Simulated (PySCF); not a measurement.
C2H6Mg, charge +1, multiplicity 2. Atoms are numbered in the order given.

```xyz
9

Mg     0.0000     0.0000     0.0000
C      0.0000     0.0000    -2.1732
H      0.9192     0.5248    -2.4212
H     -0.9141     0.5336    -2.4212
H     -0.0051    -1.0585    -2.4212
C      0.0000     0.0000     2.1732
H      0.9192    -0.5248     2.4212
H     -0.9141    -0.5336     2.4212
H     -0.0051     1.0585     2.4212
```
Charge +1, spin multiplicity 2.

Geometry optimised at B3LYP-D3(BJ)/def2-TZVP. The spin state was assumed, not searched. The isomer is the one that the SMILES or the coordinates give; other isomers of the formula were not compared.

Calculation: PBE/def2-TZVPD run with PySCF.

Mulliken values depend strongly on the basis, most of all with diffuse functions as here. ESP charges are fitted to the potential on shells at 1.4 to 2.0 van der Waals radii. Atomic charges (e):

| atom | Mulliken | ESP fit | meta-Löwdin | Mulliken spin |
|---|---|---|---|---|
| Mg1 | 0.71 | 0.84 | … | 0.01 |
| C2 | -0.78 | -0.52 | … | 0.48 |
| H3 | 0.31 | 0.20 | … | 0.00 |
| H4 | 0.31 | 0.20 | … | 0.00 |
| H5 | 0.31 | 0.20 | … | 0.00 |
| C6 | -0.78 | -0.52 | … | 0.48 |
| H7 | 0.31 | 0.20 | … | 0.00 |
| H8 | 0.31 | 0.20 | … | 0.00 |
| H9 | 0.31 | 0.20 | … | 0.00 |

Problem. What belongs in the gaps? (Estimate from the structure and the level; the computed values follow.)

Solution. 
- Mg1, meta-Löwdin: 1.24
- C2, meta-Löwdin: -0.61
- H3, meta-Löwdin: 0.16
- H4, meta-Löwdin: 0.16
- H5, meta-Löwdin: 0.16
- C6, meta-Löwdin: -0.61
- H7, meta-Löwdin: 0.16
- H8, meta-Löwdin: 0.16
- H9, meta-Löwdin: 0.16
